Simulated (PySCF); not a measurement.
# Steps of a relaxation of [YbF2]+

[YbF2]+ (singlet in the valence; each metal's 4f electrons, 13 of them, lie in its core potential, out of spins and levels). PySCF 2.14.0, RKS PBE0, Yb lcecp-1-SVP with ECP59, F def2-SVP; non-relativistic Hamiltonian with scalar-relativistic core potentials where named; density fitting; no spin-orbit coupling. Origin of the start: template. Columns: position (Å) and force (eV/Å). Energies are counted from the last step; some of the 8 steps are shown. Forces carry noise of the integration grid, about 0.01 to 0.03 eV/Å.

Run from Python with OMP_NUM_THREADS=2. Where DIIS fails, smearing, a level shift and second-order steps follow.
It took 8.8 s on 2 threads of Arm Neoverse V2 (shared host), from the converged density of the start.

```xyz
3
step 0  E = 0.573 eV
Yb    0.0000    0.0000   -0.1497     0.00    0.00    2.24
F     1.8663    0.0000    0.6855    -2.84    0.00   -1.12
F    -1.8663    0.0000    0.6855     2.84    0.00   -1.12
```

```xyz
3
step 2  E = 0.061 eV
Yb    0.0000    0.0000   -0.1645     0.00    0.00   -0.71
F     1.6875    0.0000    0.6928     0.16    0.00    0.35
F    -1.6875    0.0000    0.6928    -0.16    0.00    0.35
```

```xyz
3
step 5  E = 0.000 eV
Yb    0.0000    0.0000   -0.2969     0.00    0.00    0.01
F     1.5713    0.0000    0.7591    -0.03    0.00    0.00
F    -1.5713    0.0000    0.7591     0.03    0.00    0.00
```

Task: Where does the relaxation end?

Result: It converges at step 7 in C2v:
```xyz
3
step 7  E = 0
Yb    0.0000    0.0000   -0.3049
F     1.5613    0.0000    0.7630
F    -1.5613    0.0000    0.7630
```

Task: How did the contacts change?

Result: 
```
   contact  start (Å)  end (Å)
Yb1–F2 (F)      2.045    1.892
Yb1–F3 (F)      2.045    1.892
```


An lcecp potential fixes the number of 4f electrons, so in runs with it no electron can move into or out of that shell.
